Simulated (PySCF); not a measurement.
C₃H₃NO₃S. Atoms are numbered in the order given.

```xyz
11

N      3.8010     1.0631    -0.6382
C      2.6544     0.9585    -0.5045
C      1.2433     0.8482    -0.3412
C      0.6391    -0.3061    -0.0423
S     -1.1192    -0.3488     0.0874
O     -1.5959    -1.4926    -0.6656
O     -1.6296     0.9867    -0.1077
O     -1.2855    -0.7109     1.6556
H      0.6402     1.7556    -0.4653
H      1.1474    -1.2639     0.0937
H     -1.6201    -1.6204     1.7108
```

The structure is a stationary point at PBE0-D3(BJ)/def2-SVP. Other conformers were not sampled.

These are TDDFT-PBE0/def2-SVPD run with PySCF values and carry that method's errors.

Vertical excitations. 

| state | energy (eV) | λ (nm) | f | main pairs |
|---|---|---|---|---|
| S1 | 5.60 | 221 | 0.003 | HOMO−2→LUMO 56 %, HOMO−1→LUMO 27 %, HOMO−4→LUMO 14 % |
| S2 | 5.62 | 221 | 0.164 | HOMO→LUMO 58 %, HOMO−1→LUMO 29 %, HOMO−2→LUMO 9 % |
| S3 | 5.89 | 210 | 0.179 | HOMO−1→LUMO 39 %, HOMO−4→LUMO 27 %, HOMO→LUMO 26 % |
| S4 | 6.16 | 201 | 0.057 | HOMO−4→LUMO 55 %, HOMO−2→LUMO 27 % |
| S5 | 6.22 | 199 | 0.033 | HOMO−3→LUMO 89 % |
| S6 | 6.77 | 183 | 0.004 | HOMO−5→LUMO 90 % |
| S7 | 6.90 | 180 | 0.005 | HOMO−6→LUMO 94 % |
| S8 | 7.23 | 171 | 0.000 | HOMO→LUMO+1 49 %, HOMO→LUMO+2 40 % |
| S9 | 7.52 | 165 | 0.045 | HOMO−7→LUMO 93 % |
| S10 | 7.91 | 157 | 0.000 | HOMO→LUMO+1 44 %, HOMO→LUMO+2 39 % |
| T1 | 3.47 | 357 | 0 | HOMO→LUMO 90 % |
| T2 | 5.26 | 236 | 0 | HOMO−2→LUMO 61 %, HOMO−1→LUMO 17 %, HOMO−4→LUMO 16 % |
| T3 | 5.52 | 224 | 0 | HOMO−1→LUMO 71 %, HOMO−4→LUMO 16 % |
| T4 | 5.65 | 219 | 0 | HOMO−4→LUMO 34 %, HOMO−3→LUMO 25 %, HOMO−2→LUMO 18 % |
Triplets are in the Tamm–Dancoff approximation, which puts them higher than full response would, so one can lie above its singlet here.
